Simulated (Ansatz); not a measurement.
Basis-set extrapolation for C2H8B2, SMILES `BCBC` (PBE0-D4/def2-TZVP geometry, frozen core, Ansatz). Multiplicity 1, RHF reference.

|  | def2-TZVPP | def2-QZVPP |
| --- | --- | --- |
| HF | -129.791866 | -129.798317 |
| MP2 correlation | -0.557506 | -0.592094 |
| CCSD(T) correlation | -0.631992 | not run |

Energies in hartree. Use E(X) = E(∞) + A·exp(−7.88·√X) for Hartree–Fock and E(X) = E(∞) + B·X^(−2.97) for correlation, with X = 3 and 4, and add CCSD(T) minus MP2 of the smaller set to the MP2 limit.

Question: What is the CCSD(T) energy at the basis-set limit?

Answer: HF limit: -129.798317 + (-0.006451) × 0.13774 = -129.79921. MP2 limit: -0.592094 + (-0.034588) × 0.74074 = -0.61771. Higher-order term: -0.631992 − (-0.557506) = -0.07449. Total: -130.49141 hartree, 1.84 eV below CCSD(T)/def2-TZVPP.
